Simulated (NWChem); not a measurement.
System: CH₄OSi, singlet; SMILES CO[SiH]

Input file for NWChem:

```
start job
memory heap 200 mb stack 900 mb global 1100 mb
geometry units angstroms noautosym nocenter noautoz
  Si     0.004520     1.237511     0.000000
  H     -1.523319     0.927822     0.000000
  O      0.524170    -0.340099     0.000000
  C     -0.181358    -1.551092     0.000000
  H      0.091597    -2.139776    -0.890777
  H      0.091597    -2.139776     0.890777
  H     -1.274108    -1.385528     0.000000
end
basis spherical
  Si library 6-311g**
  H library 6-311g**
  O library 6-311g**
  C library 6-311g**
end
dft
  xc pbe0
  iterations 150
end
tddft
  cis
  ecut -17.5
  nroots 6
  notriplet
end
task tddft energy
```

NWChem printed, in part:

```
             Northwest Computational Chemistry Package (NWChem) 7.3.0
             --------------------------------------------------------

                             Geometry "geometry" -> ""
                             -------------------------

 Output coordinates in angstroms (scale by  1.889725989 to convert to a.u.)

  No.       Tag          Charge          X              Y              Z
 ---- ---------------- ---------- -------------- -------------- --------------
    1 Si                  14.0000     0.00452000     1.23751100     0.00000000
    2 H                    1.0000    -1.52331900     0.92782200     0.00000000
    3 O                    8.0000     0.52417000    -0.34009900     0.00000000
    4 C                    6.0000    -0.18135800    -1.55109200     0.00000000
    5 H                    1.0000     0.09159700    -2.13977600    -0.89077700
    6 H                    1.0000     0.09159700    -2.13977600     0.89077700
    7 H                    1.0000    -1.27410800    -1.38552800     0.00000000

 Effective nuclear repulsion energy (a.u.)     100.3280280475

                                 NWChem DFT Module
                                 -----------------

 Summary of "ao basis" -> "ao basis" (spherical)
 ------------------------------------------------------------------------------
       Tag                 Description            Shells   Functions and Types
 ---------------- ------------------------------  ------  ---------------------
 Si                         6-311g**                12       26   6s5p1d
 H                          6-311g**                 4        6   3s1p
 O                          6-311g**                 8       18   4s3p1d
 C                          6-311g**                 8       18   4s3p1d

            General Information
            -------------------
          SCF calculation type: DFT
          Wavefunction type:  closed shell.
          No. of atoms     :     7
          No. of electrons :    32
           Alpha electrons :    16
            Beta electrons :    16
          Charge           :     0
          Spin multiplicity:     1
          Use of symmetry is: off; symmetry adaption is: off
          Maximum number of iterations: 150
          AO basis - number of functions:    86
                     number of shells:    44
          Convergence on energy requested:  1.00D-06
          Convergence on density requested:  1.00D-05
          Convergence on gradient requested:  5.00D-04

[...]

                                NWChem TDDFT Module
                                -------------------

            General Information
            -------------------
           No. of orbitals :     172
            Alpha orbitals :      86
             Beta orbitals :      86
        Alpha frozen cores :       0
         Beta frozen cores :       0
     Alpha frozen virtuals :       0
      Beta frozen virtuals :       0
         Spin multiplicity :       1
    Number of AO functions :      86
        Use of symmetry is : off
      Symmetry adaption is : off
         Schwarz screening :  0.10D-07

              XC Information
              --------------
                  PBE0 Method XC Functional
              Hartree-Fock (Exact) Exchange   0.25
   PerdewBurkeErnzerhof Exchange Functional   0.75
     Perdew 1991 LDA Correlation Functional   1.00 local
    PerdewBurkeErnz. Correlation Functional   1.00 non-local

             TDDFT Information
             -----------------
          Calculation type : Tamm-Dancoff TDDFT
         Wavefunction type : Restricted singlets
          No. of electrons :      32
           Alpha electrons :      16
            Beta electrons :      16
              No. of roots :       6
          Max subspacesize :    5200
            Max iterations :     100
               Target root :       1
           Target symmetry : none
             Energy Cutoff :-0.18D+02
      Symmetry restriction : off
                 Algorithm : Optimal
        Davidson threshold :  0.10D-03

    6 smallest eigenvalue differences (eV)
--------------------------------------------------------
  No. Spin  Occ  Vir  Irrep   E(Occ)    E(Vir)   E(Diff)
--------------------------------------------------------
    1    1    2   17 a       -19.220    -0.073   521.006
    2    1    2   18 a       -19.220     0.020   523.541
    3    1    2   19 a       -19.220     0.069   524.869
    4    1    2   20 a       -19.220     0.079   525.131
    5    1    2   21 a       -19.220     0.122   526.315
    6    1    2   22 a       -19.220     0.126   526.428
--------------------------------------------------------

  Entering Davidson iterations
  Restricted singlet excited states

  Iter   NTrls   NConv    DeltaV     DeltaE      Time
  ----  ------  ------  ---------  ---------  ---------
    1      6       0     0.96E-01   0.10+100        7.7
    2     12       0     0.33E-01   0.27E-02        7.8
    3     18       0     0.23E-01   0.32E-02        7.8
    4     24       3     0.21E-02   0.42E-03        7.8
    5     27       5     0.10E-03   0.11E-05        6.4
    6     28       6     0.42E-04   0.26E-08        5.3
  ----  ------  ------  ---------  ---------  ---------
  Convergence criterion met

  Ground state a        -404.977864201136 a.u.

  ----------------------------------------------------------------------------
  Root   1 singlet a             19.065019246 a.u.              518.7858 eV
  ----------------------------------------------------------------------------
     Transition Moments    X -0.00000   Y -0.00000   Z  0.03538
     Dipole Oscillator Strength                    0.0159121978
     Electric Quadrupole                           0.0000699667
     Magnetic Dipole                               0.0001076176
     Total Oscillator Strength                     0.0160897822

[...]
```

Level: PBE0/6-311G** (spherical d), restricted-window TDA. Low-valent species are run as closed-shell singlets; no triplet was tried in these runs. The geometry was optimised at PBE0/def2-SVP. The quadrupole and magnetic terms of the printed total strengths depend on the origin.
